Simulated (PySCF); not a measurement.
# Electric field gradients and quadrupole coupling constants

C3H6F2OSi.
Structure used (GFN2-xTB), in Å, numbered top down from 1:
```xyz
13
C3H6F2OSi angstrom
F     -2.0793    0.2926    1.2970
C     -1.5064   -0.1333    0.1403
F     -2.2070   -1.2426   -0.2274
C     -0.0498   -0.4364    0.3418
C      0.7350   -0.6198   -0.9598
O      1.6270    0.4985   -0.8768
Si     1.1154    1.0716    0.5878
H     -1.6965    0.6355   -0.6242
H      0.0408   -1.2772    1.0267
H      0.1286   -0.5347   -1.8633
H      1.3146   -1.5417   -1.0008
H      2.0988    0.9137    1.6475
H      0.4743    2.3742    0.4935
```

Field gradients from the PBE0/pcSseg-1 density (PySCF, non-relativistic), principal values in atomic units, ordered |Vxx| ≤ |Vyy| ≤ |Vzz|:

```
atom      Vxx      Vyy     Vzz
  O6  -0.5326  -1.1549  1.6876
```

Question: Find the asymmetry η = (Vxx − Vyy)/Vzz and the couplings χ = eQV/h (234.96 MHz × Q in barn × V in au), with Q(17O) = −0.0256 b.

Answer: 
```tsv
atom	environment	nucleus	η	χzz (MHz)	χxx (MHz)	χyy (MHz)
O6	silyl ether oxygen	17O	0.37	-10.15	3.20	6.95
```

The tensor is traceless: Vxx + Vyy + Vzz = 0.

Question: What is Vzz at O6 in SI units (1 au = 9.71736 × 10²¹ V/m²)?

Answer: 1.6876 au = 16.399 × 10²¹ V/m².

Question: And the gradient at the other heavy atoms, for which no coupling is worked out here?

Answer: 
```tsv
atom	environment	Vzz (au)	η
F1	fluorine of a CF2 group	2.913	0.10
C2	CHF2 carbon	-0.533	0.73
F3	fluorine of a CF2 group	2.898	0.11
C4	sp3 carbon bound to silicon	-0.111	0.38
C5	sp3 carbon bound to oxygen	0.383	0.41
Si7	oxygen-bound silicon	0.689	0.34
```

Were the hydrogens deuterons (Q(2H) = 0.00286 b), χzz would run from 110 kHz (H13 and H12) to 211 kHz (H9).

One conformer (not necessarily the lowest) at the GFN2-xTB geometry, without solvent, vibrations or thermal averaging. GFN2-xTB bond lengths can be off by several hundredths of an ångström, more for odd bonds, and the gradients follow them. With a basis this small, the couplings can be 20 % off.

These values come from a run that also computed NMR shieldings. Hardware: one thread of an Arm Neoverse N1, shared host with 64 logical CPUs at a one-minute load of 51. Cost: 31 s wall, 0.73 GiB resident at most.
